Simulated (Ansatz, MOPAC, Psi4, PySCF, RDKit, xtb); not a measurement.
Noncovalent pair: CH3F (SMILES CF) (first 5 atoms) with H2 (SMILES [H][H]); geometry from B3LYP-D3(BJ)/def2-TZVP, rigid monomers moved along the line of their centres of mass till F2···H6 is 2.92 Å.
(charge 0, multiplicity 1):
```xyz
7

C     -0.44483    -0.67094    -0.35147
F     -0.20249     0.62267     0.09831
H      0.10372    -0.82652    -1.28112
H     -0.10544    -1.37532     0.40876
H     -1.51572    -0.78802    -0.52143
H      0.29035     0.28978     2.95907
H      0.38070    -0.03644     3.62256
```

| level | interaction energy (kcal/mol) | minus CCSD(T)/CBS(aug-cc-pVDZ, aug-cc-pVTZ) | cost |
|---|---|---|---|
| UFF | -0.25 | 0.28 | - |
| AM1 | -0.13 | 0.40 | - |
| PM6 | 0.06 | 0.59 | - |
| PM7 | -0.07 | 0.46 | - |
| GFN1-xTB | -0.17 | 0.36 | - |
| GFN2-xTB | -0.31 | 0.21 | - |
| HF/STO-3G (no counterpoise) | -0.09 | 0.44 | - |
| HF/3-21G (no counterpoise) | -0.76 | -0.23 | - |
| HF/6-31G* | -0.06 | 0.47 | - |
| HF/6-31G* (no counterpoise) | -0.50 | 0.03 | - |
| HF/aug-cc-pVTZ | -0.18 | 0.35 | - |
| PBE/def2-TZVPPD | -0.45 | 0.08 | ×1 |
| PBE-D3(BJ)/def2-TZVPPD | -0.65 | -0.13 | ×1 |
| PBE-D4/def2-TZVPPD | -0.65 | -0.12 | ×1 |
| BP86/6-31G* (no counterpoise) | -0.49 | 0.04 | - |
| r2SCAN/def2-TZVPPD | -0.30 | 0.22 | ×2 |
| r2SCAN-D3(BJ)/def2-TZVPPD | -0.40 | 0.13 | ×2 |
| r2SCAN-D4/def2-TZVPPD | -0.39 | 0.14 | ×2 |
| B3LYP/6-31G* | -0.13 | 0.40 | - |
| B3LYP/6-31G* (no counterpoise) | -0.81 | -0.28 | - |
| B3LYP/6-311+G** (no counterpoise) | -0.20 | 0.33 | - |
| B3LYP/def2-TZVPPD | -0.15 | 0.38 | ×1 |
| B3LYP-D3(BJ)/def2-TZVPPD | -0.44 | 0.09 | ×1 |
| B3LYP-D4/def2-TZVPPD | -0.43 | 0.10 | ×1 |
| PBE0/def2-TZVPPD | -0.39 | 0.13 | ×1 |
| PBE0-D3(BJ)/def2-TZVPPD | -0.59 | -0.06 | ×1 |
| PBE0-D4/def2-TZVPPD | -0.58 | -0.05 | ×1 |
| M06-2X/6-31G* (no counterpoise) | -0.99 | -0.46 | - |
| wB97M-V/def2-TZVPPD | -0.47 | 0.06 | ×3 |
| MP2/6-31G* | -0.15 | 0.38 | - |
| MP2/6-31G* (no counterpoise) | -0.79 | -0.27 | - |
| MP2/aug-cc-pVDZ | -0.40 | 0.12 | - |
| MP2/aug-cc-pVTZ | -0.47 | 0.05 | - |
| MP2/CBS(aug-cc-pVDZ, aug-cc-pVTZ) | -0.49 | 0.03 | - |
| CCSD/aug-cc-pVDZ | -0.39 | 0.14 | - |
| CCSD/aug-cc-pVTZ | -0.46 | 0.07 | - |
| CCSD(T)/aug-cc-pVDZ | -0.42 | 0.10 | ×4 |
| CCSD(T)/aug-cc-pVTZ | -0.50 | 0.03 | ×200* |
| CCSD(T)/CBS(aug-cc-pVDZ, aug-cc-pVTZ) | -0.53 | 0.00 | ×200* |
| SAPT0/jun-cc-pV(D+d)Z | -0.34 | 0.19 | - |

 The comparison column counts from a level with limits of its own.

The rows run from -0.99 (M06-2X/6-31G* (no counterpoise)) to 0.06 kcal/mol (PM6). In aug-cc-pVTZ the value moves HF -0.18, MP2 -0.47, CCSD -0.46, CCSD(T) -0.50, a shift of -0.32 from HF to CCSD(T). From aug-cc-pVDZ to aug-cc-pVTZ CCSD(T) changes by -0.08. The dispersion term adds -0.20 in PBE-D3(BJ), -0.20 in PBE-D4, -0.09 in r2SCAN-D3(BJ). The 5 functionals in def2-TZVPPD without D3 or D4 span 0.32, from wB97M-V to B3LYP.

Interaction energies are E(AB) − E(A) − E(B) at the monomers' geometry in the complex; basis-set methods are counterpoise corrected. Rows marked so take none. RDKit's UFF carries no charges.

Correlated levels freeze the cores. CBS(a, b) extrapolates the correlation energy as X⁻³ and adds the Hartree–Fock energy of set b. Rows in 3-21G, 6-311+G**, 6-31G*, STO-3G carry no dispersion term and start afresh at each structure (6-31G* with six Cartesian d functions). MP2/6-31G* freezes PySCF's default core. The state that AM1, PM6, PM7 reach isn't checked; PM7 holds dispersion and hydrogen-bond terms.

Codes used: Ansatz (a program for electronic structure); MOPAC for AM1, PM6, PM7 (differences of heats of formation); Psi4 for SAPT; PySCF for 3-21G rows, 6-311+G** rows, 6-31G* rows, STO-3G rows, the dispersion terms; RDKit for the force fields; xtb for the GFN methods. Values without a source in brackets are computed.

Costs are rough ratios of core time to PBE/def2-TZVPPD (about 1.5 s over the structures, on one shared machine); a dash marks a level with no comparable run of its own. A star marks coupled-cluster runs past 200 virtual orbitals, where the program's memory plan changes under this machine's limit, so their costs aren't comparable with smaller runs.
